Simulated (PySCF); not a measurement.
Species: borazine, B3H6N3.
SMILES with atom numbers: `[BH:1]1[NH:2][BH:3][NH:4][BH:5][NH:6]1`

NICS is the negative of the GIAO shielding at a point without a nucleus: at the ring centre (0) and 1 Å above and below it (1); zz is the component along the ring normal. Level: GIAO PBE0/pcSseg-2 (PySCF, non-relativistic, gas phase) on the PBE0-D3(BJ)/def2-TZVP geometry, one conformer.

Ring bond lengths (Å), with Mayer bond orders in brackets: B1–N2 1.424 (1.16), N2–B3 1.425 (1.16), B3–N4 1.424 (1.16), N4–B5 1.425 (1.16), B5–N6 1.424 (1.16), N6–B1 1.425 (1.16).

Q: What do the NICS probes read (ppm)?

A: 
```csv
ring,type,NICS(0),"NICS(1), two faces","NICS(1)zz, two faces",rms pucker (Å),"centre to ring atoms, mean (Å)"
B1–N2–B3–N4–B5–N6,6-membered ring with 3 B and 3 N; formal bonds all single,-1.5,-2.9 / -2.9,-6.0 / -6.0,0.00,1.42
```

Q: What can be read from them?

A: 
- B1–N2–B3–N4–B5–N6: mean NICS(1)zz -6.0 ppm, shielded.

Q: At the second NICS(1) probe listed for ring B1–N2–B3–N4–B5–N6, 1 Å off the ring, what do the in-plane components average?

A: The isotropic value is a third of the trace: (3 × -2.9 − (-6.0))/2 = -1.3 ppm.

Q: What are the shieldings of the ring atoms and their hydrogens in the same run (means over atoms taken as equivalent)?

A: 
```csv
atoms,environment,σ isotropic (ppm),"principal values of the symmetric part, first atom (ppm)"
B1 (×3),three-coordinate boron,70.8,"42.2, 55.8, 114.5"
N2 (×3),boron-bound nitrogen,120.3,"-28.1, 150.6, 238.3"
H on B1 (×3),B–H hydrogen,26.56,"24.1, 27.5, 28.2"
H on N2 (×3),N–H hydrogen,25.77,"21.9, 25.8, 29.7"
```

The run took 17 s wall, 41 s CPU on an Intel Xeon 6975P-C with 2 threads, on a shared host, and the process peaked at 1.9 GiB of memory. This is the whole shielding run at PBE0/pcSseg-2, SCF included.
